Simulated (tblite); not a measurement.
C₇H₁₄OS.
Cartesian coordinates in Å at the GFN2-xTB level; atoms count from 1:
```xyz
23
C7H14OS angstrom
C     -1.6126    1.4532   -1.3681
C     -1.7849    0.2891   -0.7709
C     -1.2282   -0.0674    0.5744
C     -2.3524   -0.5294    1.5029
C     -0.1655   -1.1670    0.4389
C      1.0069   -0.7218   -0.4164
S      1.8322    0.7297    0.4037
C      3.3054    0.7142   -0.7154
O      2.2995    0.2385    1.7007
H     -1.0450    2.2453   -0.9067
H     -2.0330    1.6692   -2.3361
H     -2.3572   -0.4938   -1.2531
H     -0.7483    0.8154    1.0104
H     -3.1018    0.2518    1.6062
H     -2.8345   -1.4208    1.1061
H     -1.9559   -0.7611    2.4883
H      0.2102   -1.4200    1.4329
H     -0.6164   -2.0641    0.0062
H      0.6816   -0.3805   -1.3976
H      1.7426   -1.5183   -0.5134
H      2.9669    0.8807   -1.7312
H      3.9644    1.5190   -0.4067
H      3.8213   -0.2348   -0.6239
```

Calculated harmonic vibrations of the isolated species, GFN2-xTB (tblite), most abundant isotopes, no scaling. The method is semi-empirical: single wavenumbers can be off by several per cent or more. One conformer, not necessarily the lowest.

Harmonic wavenumbers (cm⁻¹): 30.6, 32.5, 63.5, 100.6, 145.4, 165.9, 211.7, 223.1, 256.3, 309.3, 321.5, 337.7, 362.4, 452.1, 513.6, 629.1, 667.7, 672.5, 783.7, 861.1, 876.4, 897.5, 899.7, 925.5, 956.6, 990.5, 1026.5, 1061.2, 1075.1, 1104.3, 1127.6, 1140.1, 1192.3, 1202.1, 1242.9, 1280.2, 1284.8, 1290.8, 1322.7, 1344.5, 1410.0, 1420.9, 1423.4, 1439.4, 1459.5, 1473.4, 1498.2, 1501.0, 1717.1, 2937.6, 2959.3, 2982.4, 3001.2, 3009.6, 3026.6, 3037.8, 3042.7, 3048.4, 3054.9, 3065.4, 3075.5, 3094.6, 3119.2.

A = 2168, B = 828.5, C = 704.8 MHz; mass 146.077 u (most abundant isotopes); point group C1, symmetry number 1.

Q: Zero-point energy?

A: Half the sum of the wavenumbers: 42590 cm⁻¹ = 509.49 kJ/mol.

Q: Entropy at 298.15 K, 1 bar (ideal gas, RRHO, classical rotation)?

A: Translation 171.02, rotation 125.18, vibration 165.44: S = 461.6 J/(mol K).

Q: And Cp and H(298.15 K) − H(0)?

A: Cp = 186.76 J/(mol K), of which vibrations give 153.50 (their classical limit is 63 R = 523.8); H(298.15 K) − H(0) = 34.21 kJ/mol without the zero-point energy, 24.30 from vibrations.

Q: What must be added to the electronic energy to get the Gibbs energy at 298.15 K and 1 bar?

A: ZPE + [H(298.15 K) − H(0)] − T·S = 509.49 + 34.21 − 137.64 = 406.06 kJ/mol.

Q: Blend soft modes into free rotors: weight 1/[1 + (100 cm⁻¹/ν̃)⁴] for the oscillator and the rest for a rotor with moment μB/(μ + B), μ = h/(8π²ν), B = 10⁻⁴⁴ kg m². What vibrational entropy results?

A: 146.02 J/(mol K) in place of 165.44, which changes −T·S at 298.15 K by +5.79 kJ/mol.

Q: Which modes carry the vibrational entropy at 298.15 K?

A: 30.6 cm⁻¹: 24.23; 32.5 cm⁻¹: 23.73; 63.5 cm⁻¹: 18.18; 100.6 cm⁻¹: 14.40; 145.4 cm⁻¹: 11.43; 165.9 cm⁻¹: 10.38 J/(mol K); the other 57 give 63.09 together.

Q: How do the functions run with temperature in this model?

A: 
| T (K) | S (J/(mol K)) | Cp (J/(mol K)) | H − H(0) (kJ/mol) | G − H(0) (kJ/mol) | ln q(vib) |
| --- | --- | --- | --- | --- | --- |
| 50 | 263.2 | 65.1 | 2.45 | -10.72 | 1.29 |
| 100 | 317.4 | 93.8 | 6.43 | -25.30 | 3.18 |
| 373.15 | 507.5 | 223.3 | 49.60 | -139.78 | 12.53 |
| 500 | 580.8 | 278.6 | 81.55 | -208.86 | 16.55 |
| 750 | 709.8 | 357.4 | 161.76 | -370.62 | 24.12 |
| 1000 | 820.3 | 409.9 | 258.08 | -562.23 | 31.16 |

q(vib) and H(0) count from the zero-point level.

Hindered rotation and anharmonicity are outside this model. Other conformers, if any are populated, would add a mixing term that is left out. The structure is chiral; the term R ln 2 for an equal mix with its mirror image is left out.

Hardware: one thread of an Intel Xeon at 2.70 GHz, on a shared host. Cost: 3.0 s of wall time. The figure is for the frequency step alone.
